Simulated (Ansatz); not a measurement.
Isolated molecules relaxed with PBE0-D4/def2-TZVP in Ansatz; ΔE leaves out vibrations. CCSD(T)/CBS adds triple-zeta CCSD(T) − MP2 to the extrapolated MP2 energy (def2 sets, frozen cores). DFT in def2-TZVPP. For Br, Ge outer-core shells are correlated without core-valence functions, which leaves a few kJ/mol of doubt a bond. Scalar relativity is left out up to krypton. Each species was taken in one conformer, which may not be the lowest.

`[F][Al]([SH])[Br]` + `C[CH2][GeH]([F])[Cl]` → `C[CH2][Al]([F])[Br]` + `[F][GeH]([SH])[Cl]`  (redistribution)

```tsv
level	ΔE (kcal/mol)
PBE0	14.4
SCS-MP2/def2-TZVPP	16.0
CCSD(T)/def2-TZVPP	15.9
CCSD/CBS(def2)	16.7
```

Task: What does CCSD(T)/CBS give? (Best estimate.)

Result: The calculation gave: +16.5 kcal/mol. The listed levels differ from it by -2.1, -0.5, -0.6, 0.2 kcal/mol.

Largest T1 diagnostic among the species: 0.011.

From PBE to PBE0 (25 % exact exchange), in def2-TZVPP and without D4, ΔE moves by +1.0 kcal/mol.
